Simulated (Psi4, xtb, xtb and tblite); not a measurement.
Torsional profile of SMILES [Si](CCC(C)(C)C)(Cl)(Cl)Cl (C₆H₁₃Cl₃Si). Scanned: dihedral C2–C5–C6–Si7; all other coordinates were relaxed at GFN2-xTB. Points at φ and −φ are mirror images. Heavy atoms are numbered in the order of the SMILES CC(C)(C)CC[Si](Cl)(Cl)Cl, hydrogens after them in the order of the atoms that carry them; the mirror image has the same energies with the sign of each dihedral reversed. Each profile is relative to its own lowest point.

| φ / ° | A | B | C |
|---|---|---|---|
| -165 | 0.6 | 1.1 | 1.3 |
| -150 | 2.4 | 4.1 | 4.8 |
| -135 | 4.5 | 7.2 | 8.4 |
| -120 | 6.1 | 8.8 | 11.4 |
| -105 | 9.7 | 8.4 | 14.0 |
| -90 | 8.6 | 6.0 | 11.6 |
| -75 | 7.8 | 5.7 | 11.9 |
| -60 | 9.1 | 8.6 | 14.6 |
| -45 | 14.0 | 16.1 | 21.7 |
| -30 | 20.6 | 25.6 | 31.0 |
| -15 | 27.1 | 34.2 | 40.0 |
| 0 | 31.6 | 39.4 | 46.5 |
| 15 | 27.1 | 34.2 | 40.0 |
| 30 | 20.6 | 25.6 | 31.0 |
| 45 | 14.0 | 16.1 | 21.7 |
| 60 | 9.1 | 8.6 | 14.6 |
| 75 | 7.8 | 5.7 | 11.9 |
| 90 | 8.6 | 6.0 | 11.6 |
| 105 | 9.7 | 8.4 | 14.0 |
| 120 | 6.1 | 8.8 | 11.4 |
| 135 | 4.5 | 7.2 | 8.4 |
| 150 | 2.4 | 4.1 | 4.8 |
| 165 | 0.6 | 1.1 | 1.3 |
| 180 | 0.0 | 0.0 | 0.0 |

Energies in kJ/mol.

Task: Match the curves with the methods GFN1-xTB // GFN2-xTB run with xtb; xtb and tblite with GFN2-xTB; PBE0/def2-SVP // GFN2-xTB in Psi4.

Result: A is GFN1-xTB; B is GFN2-xTB; C is PBE0/def2-SVP.
